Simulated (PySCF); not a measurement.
## InH, PBE0: how much the basis matters

PySCF, UKS reference; singlet, unpaired electrons none; De to In + H without counterpoise correction.

| basis | relativity | functions | Re (Å) | ωe (cm⁻¹) | De (eV) | μ (D) |
| --- | --- | --- | --- | --- | --- | --- |
| cc-pVDZ-PP/cc-pVDZ | scalar-relativistic core potentials | 28 | 1.859 | 1454 | 2.60 | -0.66 |
| def2-SVP | scalar-relativistic core potentials | 31 | 1.863 | 1451 | 2.59 | -0.64 |
| cc-pVTZ-PP/cc-pVTZ | scalar-relativistic core potentials | 53 | 1.856 | 1458 | 2.61 | -0.76 |
| def2-TZVP | scalar-relativistic core potentials | 56 | 1.850 | 1463 | 2.62 | -0.79 |
| x2c-TZVPPall | spin-free X2C | 74 | 1.851 | 1460 | 2.63 | -0.81 |

How does each smaller set differ from the one with most functions, x2c-TZVPPall?

cc-pVDZ-PP/cc-pVDZ: +0.8 pm, -0.4 % in ωe, -0.03 eV in De; def2-SVP: +1.2 pm, -0.6 % in ωe, -0.04 eV in De; cc-pVTZ-PP/cc-pVTZ: +0.5 pm, -0.1 % in ωe, -0.02 eV in De; def2-TZVP: -0.1 pm, +0.2 % in ωe, -0.01 eV in De. All at PBE0; the set with most functions is neither the basis-set limit nor always the best. The rows treat relativity differently, so the differences are not basis effects alone.

A positive dipole means In(−)H(+). These are scalar-relativistic numbers at best; spin–orbit coupling would shift them, the dissociation energy most.
